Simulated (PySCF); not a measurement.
Method: PBE0-D4/def2-TZVP in PySCF 2.14.0. Isolated molecules, 0 K electronic values unless said otherwise. 

Reference species (SMILES): `[CH3][AlH2]` (neutral, multiplicity 1).

- dipole moment = 0.76 D

Changed species: `[AlH]([CH3])[CH3]` (whole molecule; the reference has whole molecule).

Question: Give the shifts of the dipole moment.

Answer: the dipole moment falls by 0.08 D, to 0.68 D.
